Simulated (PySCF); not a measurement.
In(Me)2(NH3) (C₂H₉InN), SMILES [In]([CH3])(<-[NH3])[CH3] (connectivity only; charge and spin as stated), neutral, multiplicity 2.

The structure is a stationary point at PBE0-D3(BJ)/def2-SVP. The spin state was assumed, not searched. The isomer is the one that the SMILES or the coordinates give; other isomers of the formula were not compared. The def2 effective core potentials stand for the cores of In; spin–orbit coupling is left out.

Computed with M06-2X/def2-TZVP run with PySCF.

Isolated molecule, no solvent.

Q: Estimate the frontier levels, dipole moment and polarisability. (Estimate from the structure and the level; the computed values follow.)

A: 
```yaml
"α spin, highest occupied and lowest empty level": -5.14 and 0.29 eV
"β spin, highest occupied and lowest empty level": -7.28 and -1.87 eV
dipole_moment: 4.26 D
quadrupole, principal values (traceless, Buckingham form, about the centre of nuclear charge): -9.77, -5.64, 15.41 D·Å
mean_static_polarisability: 87.1 bohr³ (12.90 Å³)
polarisability_principal_values: 76.5, 83.2, 101.5 bohr³
"⟨S²⟩": 0.753 (pure state 0.75)
```
